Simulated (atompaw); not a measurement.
# promethium (Pm) PAW (atompaw): all-electron and pseudo phase curves

```json
{
  "Element": "promethium (Pm)",
  "Generator": "atompaw 4.2.0.5",
  "Type": "PAW",
  "Functional": "LDA (PW92)",
  "Relativity": "scalar-relativistic",
  "Frozen core": "[Kr] 4d10",
  "Valence charge": "15",
  "Reference configuration": "4f5 5s2 5p6 5d0 6s0 6p0 (charge +2)",
  "Partial waves": "5s (bound): rc 1.90 bohr; 6s (bound, empty): rc 3.00 bohr; 5p (bound): rc 2.70 bohr; 6p (bound, empty): rc 2.30 bohr; 5d (bound, empty): rc 3.00 bohr; 5d channel at 1.9 Ry: rc 3.00 bohr; 4f (bound): rc 0.90 bohr; 4f channel at 0.6 Ry: rc 0.90 bohr",
  "Local potential": "bessel scheme, radius 2.30 bohr",
  "Core correction": "smooth core density matched at 2.20 bohr",
  "Augmentation charge": "besselshape compensation charge, radius 2.75 bohr; PAW radius 3.00 bohr; waves and projectors: custom rrkj vanderbiltortho"
}
```

The phase is arctan(r·u′/u) with u = r·R(r), unwrapped; energies in Ry, scanned from -6 to 5 Ry. A pole is an energy at which the radial function vanishes at the test radius. The pseudo phase is shifted by a multiple of π to meet the all-electron one at the reference energy, and phase errors are pseudo minus all-electron; the curves can meet again beyond the range given. Levels narrower than the energy grid can be missing from the lists of poles.

Question: For each channel, where are the poles, and over which energies does the pseudopotential scatter like the atom?

Answer:

```
channel  radius (bohr)  reference energy (Ry)  poles, all-electron  poles, pseudo  unbroken range about the reference energy with phases within 0.05 rad  phase error 1 Ry above the reference energy (rad)
      s           3.02                  -1.00          -4.00, 1.55    -4.00, 1.01                                                              below 0.8                                             -0.030
      p           3.02                  -0.70          -2.47, 2.79    -2.47, 2.94                                                              below 4.8                                             +0.008
      d           3.02                  -1.01          -0.31, 4.97          -0.29                                                        the whole range                                             +0.006
      f           3.02                  -1.14          -1.09, 2.33    -1.09, 2.35                                                              below 4.1                                             +0.000
```

Phases in the p channel:

```tsv
E (Ry)	all-electron	pseudo
-6.00	1.411	1.411
-5.52	1.400	1.400
-5.04	1.387	1.387
-4.56	1.370	1.370
-4.08	1.344	1.345
-3.60	1.300	1.300
-3.12	1.169	1.169
-2.64	-1.299	-1.299
-2.16	-1.711	-1.711
-1.68	-1.807	-1.806
-1.20	-1.901	-1.901
-0.72	-2.061	-2.061
-0.24	-2.474	-2.473
0.24	-3.587	-3.579
0.72	-4.269	-4.262
1.20	-4.491	-4.485
1.68	-4.595	-4.588
2.16	-4.656	-4.649
2.64	-4.700	-4.691
3.12	-4.737	-4.724
3.60	-4.770	-4.753
4.08	-4.806	-4.781
4.56	-4.849	-4.810
```
